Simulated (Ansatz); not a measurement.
Coupled-cluster diagnostics for the cluster Li₉Si⁻, Ansatz.

Geometry of the singlet (r2SCAN-D4/def2-SVPD):

```xyz
10

Li    2.730   -0.836   -1.814
Li    0.809    0.993   -3.571
Li   -2.276    0.959    0.921
Li    1.881   -1.596    1.178
Li   -0.005    0.440    3.528
Li   -1.447   -2.123    2.173
Li   -0.476   -0.892   -1.209
Li    0.842    1.392   -0.357
Li   -1.870    1.959   -2.100
Si   -0.190   -0.296    1.251
```

Correlated methods freeze 5 core orbitals; core or outer-core shells of Li are correlated, in sets that lack core-valence functions. Another isomer (singlet) lies 0.36 eV lower at PBE0-D4/def2-TZVPD; other spin states weren't run for this one.

Problem. Estimate the CCSD(T) correlation energy, the shares of MP2 and (T), T1 and the reference's ⟨S²⟩ for: charge -1, singlet, own geometry in def2-TZVPD; and the rough time on 4 threads of Arm Neoverse V1 on a shared host.

Solution. 
| state | basis | correlation (eV) | MP2 share (%) | (T) share (%) | T1 | ⟨S²⟩ (pure) | wall time | remarks |
| --- | --- | --- | --- | --- | --- | --- | --- | --- |
| charge -1, singlet, own geometry | def2-TZVPD | -17.761 | 86.6 | 5.4 | 0.023 | 0.00 (0.00) | 2.4 min | large T1, restricted SCF unstable |
Customary marks for T1 are 0.02 (closed shells), 0.045 (open shells) and about 0.05 (3d metals). T1 exceeds 0.02 in 1 of 1 rows and 0.045 in 0; the higher it lies, the less the single-reference result can be trusted.
